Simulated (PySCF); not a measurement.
Simulated Si 2p region for bromotrifluorosilane (`F[Si](F)(Br)F`), binding energy against the vacuum level.

Every computed line was given a Gaussian of 0.5 eV full width at half maximum and an area set by the number of equivalent atoms (split 2:1 within a doublet); the highest printed point is 100. The calculation used delta-SCF UKS SCAN, pcX-2 on the ionised atom, pcseg-1 elsewhere, spin-free X2C in PySCF.

(binding energy (eV), intensity): (110.5, 0), (110.6, 1), (110.7, 5), (110.8, 14), (110.9, 32), (111.0, 58), (111.1, 85), (111.2, 100), (111.3, 95), (111.4, 75), (111.5, 55), (111.6, 46), (111.7, 47), (111.8, 51), (111.9, 49), (112.0, 39), (112.1, 24), (112.2, 12), (112.3, 5), (112.4, 2), (112.5, 0)

Problem. How many maxima does the curve show, and how many computed lines lie under it?

Solution. The curve has 2 maxima (at 111.2 and 111.8 eV). Under it lie 2 lines from 1 inequivalent silicon site, drawn as a 2p3/2, 2p1/2 pair.

Problem. Decompose the envelope and assign each component. Numbering: `[F:1][Si:2]([F:3])([F:4])[Br:5]`.

Solution. 
```tsv
position (eV)	relative area	line	atoms	environment
111.22	0.67	Si 2p3/2	Si2	fluorine-bound silicon
111.85	0.33	Si 2p1/2	Si2	fluorine-bound silicon
```

Problem. What are the centre and the root-mean-square width of the whole band?

Solution. The area-weighted mean of the lines is 111.43 eV. Their own spread about it is 0.29 eV (rms) and each Gaussian has σ = 0.5/2.355 = 0.21 eV; the variances add, which gives 0.36 eV.

Shake-up satellites, vibrational structure and lifetime widths aren't simulated. 2p3/2 and 2p1/2 are the ΔSCF energy of one spin-free 2p hole plus the eigenvalues of a spin–orbit and ligand-field matrix of the shell. 2p1/2 minus 2p3/2 (ligand field included): Si 0.63 eV. Isolated species at its PBE0-D3(BJ)/def2-SVP geometry, gas phase.

Hardware: an x86-64 server with one thread, on a shared host. Cost: 6.8 s wall.
